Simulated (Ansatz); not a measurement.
`B[NH][SnH]([NH2])[OH]`, charge 0, multiplicity 1.

(1) Give a relaxed structure at PBE0-D4/def2-TZVP (the Gaussian-basis code of Ansatz). (Estimate.)

## Answers

(1) Ansatz gave: 
Z-matrix (Å, degrees):
```
Sn
N 1 2.050
O 1 1.948 2 103.8
N 1 2.007 2 114.8 3 -114.4
H 1 1.700 2 110.1 3 121.4
B 2 1.389 1 125.3 3 19.3
H 2 1.010 1 117.2 3 -160.7
H 3 0.962 1 111.1 2 -3.2
H 4 1.011 1 114.1 2 54.3
H 4 1.011 1 115.2 2 -72.3
H 6 1.205 2 119.4 1 -0.1
H 6 1.199 2 120.7 1 179.9
```
This is one stationary point; other conformers may exist.
